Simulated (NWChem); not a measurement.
Species: BPH4; SMILES BP

Program: NWChem. Structure relaxed at the PBE0/def2-SVP level. Ions are spin-unrestricted doublets at the neutral geometry; other ion states weren't tried.

```tsv
level	vertical ionisation energy, ΔSCF (eV)	−ε(HOMO) (eV)	ΔSCF minus −ε(HOMO) (eV)	relative time
B3LYP/def2-TZVP	9.86	7.30	2.56	1
PBE/def2-TZVP	9.83	6.49	3.34	1
r2SCAN/def2-TZVP	9.77	6.69	3.08	1
PBE0/def2-TZVP	9.78	7.52	2.26	2
LRC-wPBEh/def2-TZVP	9.81	9.35	0.46	4
```

The last column is a rough cost ratio, cheapest run = 1.
